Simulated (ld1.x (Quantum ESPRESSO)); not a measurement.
## Before and after: TM semilocal potential for Au (Z = 79)

Au, norm-conserving Troullier–Martins (semilocal form), made with ld1.x (Quantum ESPRESSO) 7.5 (LDA (PZ), scalar-relativistic). Core [Xe] 4f14, reference 5d10 6s1 6p0. Waves: 6s (bound): rc 2.10 bohr; 5d (bound): rc 1.95 bohr; 6p (bound, empty): rc 3.25 bohr. Local part: the p channel. Core correction: a·sin(br)/r model core, default radius (core density twice the valence density).

Change: core correction none.

Cutoffs: the cutoffs (Ry, on a coarse ladder) from which the occupation-weighted sum of valence levels, in a spherical-Bessel basis at the reference potential, stays within 10 and 1 mRy of its value at 400 Ry; they do not see the model core or the augmentation charge, which bear on the density cutoff. Errors are all-electron minus pseudo energies relative to the spin-unpolarised reference configuration.

**Question.** How do hardness, ghosts and transferability respond?

**Answer.** The potential gets neither clearly harder nor softer (45 Ry and 60 Ry → 45 Ry and 60 Ry); of the 9 tests that both files solve, the error grows in 2 and shrinks in 7 by more than 15 % and 0.3 meV (median size 23.2 → 8.5 meV); neither file shows a bound ghost. The default core radius of the base comes out at 1.03 bohr. A semilocal file is local in each channel, so a ghost entry of none says nothing of the separable form that plane-wave codes build from it.

| quantity | base | changed |
| --- | --- | --- |
| cutoff, loose | 45 Ry | 45 Ry |
| cutoff, tight | 60 Ry | 60 Ry |
| bound ghosts | none | none |
| error for 5d10 6s0 6p0, meV [ΔE 9.77 eV] | -15 | -6.4 |
| error for 5d9 6s0 6p0, meV [ΔE 31.28 eV] | -27 | +11 |
| error for 5d8 6s0 6p0, meV [ΔE 65.44 eV] | -145 | -8.5 |
| error for 5d9 6s2 6p0, meV [ΔE 1.60 eV] | -39 | -27 |
| error for 5d10 6s0.5 6p0, meV [ΔE 3.95 eV] | -4.1 | -2.2 |
| error for 5d9 6s1 6p0, meV [ΔE 12.37 eV] | -19 | -7.4 |
| error for 5d7 6s0 6p0, meV [ΔE 113.44 eV] | -466 | -109 |
| error for 5d10 6s1 6p0 (spin-polarised), meV [ΔE -0.13 eV] | +0.1 | +4.1 |
| error for 5d9 6s0 6p0 (spin-polarised), meV [ΔE 31.13 eV] | -23 | +103 |
| s: phases at 3.53 bohr within 0.05 rad from the reference energy up to (Ry; the scan ends near 5) | 1.4 | 1.4 |
| p: phases at 3.53 bohr within 0.05 rad from the reference energy up to (Ry; the scan ends near 5) | 1.9 | 1.9 |
| d: phases at 3.53 bohr within 0.05 rad from the reference energy up to (Ry; the scan ends near 5) | 4.6 | 4.6 |
